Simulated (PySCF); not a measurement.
Distances in Å between the heavy atoms of a computed structure (PBE0-D3(BJ)/def2-SVP; lower triangle, same order across):
```
C1    0.00
C2    1.22  0.00
C3    2.64  1.42  0.00
C4    3.58  2.51  1.51  0.00
C5    4.26  3.32  2.51  1.51  0.00
F6    3.80  3.19  2.94  2.36  1.33  0.00
F7    4.89  3.88  2.89  2.37  1.34  2.15  0.00
F8    5.38  4.50  3.68  2.35  1.34  2.15  2.16  0.00
C9    3.56  2.43  1.36  2.48  3.32  3.94  3.16  4.46  0.00
C10   3.76  2.94  2.52  3.89  4.65  5.04  4.37  5.87  1.49  0.00
O11   4.82  3.63  2.31  2.72  3.42  4.39  3.02  4.30  1.35  2.45  0.00
C12   5.93  4.79  3.57  4.05  4.47  5.42  3.71  5.29  2.39  2.83  1.40  0.00
```

Hydrogens: 1 on C1, 2 on C4, 3 on C10, 3 on C12.

Neutral, closed shell.

(1) Read off the bonds between heavy atoms and their formal orders.

(2) Which species is it?

(3) Describe the place of each heavy atom.

Results:

(1) C1–C2 (triple); C2–C3 (single); C3–C4 (single); C4–C5 (single); C5–F6 (single); C5–F7 (single); C5–F8 (single); C3–C9 (double); C9–C10 (single); C9–O11 (single); O11–C12 (single).

(2) `C#C/C(CC(F)(F)F)=C(\C)OC`, C8H9F3O. Among its features: alkyne, C=C double bond, ether, CF3 group and C–F bond.

(3) C1: terminal alkyne carbon; C2: alkyne carbon; C3: fully substituted alkene carbon; C4: allylic carbon; C5: CF3 carbon; F6/F7/F8: fluorine of a CF3 group; C9: vinylic carbon bearing oxygen; C10: allylic carbon; O11: ether oxygen; C12: methoxy carbon.

Shape of the structure used: `[CH:1]#[C:2]/[C:3]([CH2:4][C:5]([F:6])([F:7])[F:8])=[C:9](\[CH3:10])[O:11][CH3:12]`: C2–C3–C4–C5 88°, C3–C4–C5–F6 -63°, C3–C9–O11–C12 157°.
